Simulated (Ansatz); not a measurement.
Ansatz (a quantum-chemistry and plane-wave program) input:
A basis named .json is the Basis Set Exchange file of that set.

Ansatz 0.2 input:
```yaml
crystal:
  periodic: [false, false, false]
  atoms:
    - {symbol: Zn, position_ang: [-0.34635109, -0.19918104, -0.27335905]}
    - {symbol: C, position_ang: [1.09346963, 0.62883710, 0.86302549]}
    - {symbol: H, position_ang: [1.56320467, -0.22494741, 1.34319911]}
    - {symbol: H, position_ang: [0.54464400, 1.28148225, 1.53608599]}
    - {symbol: H, position_ang: [1.72186619, 1.14587364, 0.14333342]}
basis:
  gaussian:
    orbitals: def2-QZVPP.json
    fitting: {mean_field: def2-universal-jkfit, correlation: def2-QZVPP-RIFIT.json}
total_charge: 1
magnetization: {spin_polarized: false}
correlation: {method: mp2, electrons: outside_noble_gas}
```

Q: What final total energy does it print?

A: -1817.89335 Eh (RI-MP2/def2-QZVPP). The basis has 247 functions.
